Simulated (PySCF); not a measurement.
Computed with PBE-D3(BJ)/def2-TZVP // B3LYP-D3(BJ)/def2-TZVP in PySCF 2.14.0. All species are isolated molecules in the gas phase. One relaxed conformer stands for a flexible species; it need not be the lowest. Excitations are Tamm–Dancoff values on a coarser integration grid. The basis has no diffuse functions, so Rydberg states are missing or too high.

Reference species (SMILES): `OB` (neutral, multiplicity 1).

| Property | Value |
|---|---|
| S1 oscillator strength | 0.000 |
| LUMO | -1.43 eV |
| S1–T1 gap (TDA) | 0.65 eV |
| S1 excitation (TDA) | 6.14 eV |

Changed species: `OBO` (H–O–B–O torsion 180°, O–B–O–H torsion 180°) (1 of 3 OH replaced by H; the reference has 2 of 3 OH replaced by H).

Problem. Predict the effect on the S1 oscillator strength, LUMO, S1–T1 gap (TDA) and S1 excitation (TDA).

Solution. the S1 oscillator strength rises by 0.013, to 0.013; the LUMO goes up by 1.35 eV, to -0.08 eV; the S1–T1 gap (TDA) drops by 0.04 eV, to 0.61 eV; the S1 excitation (TDA) goes up by 1.52 eV, to 7.66 eV.
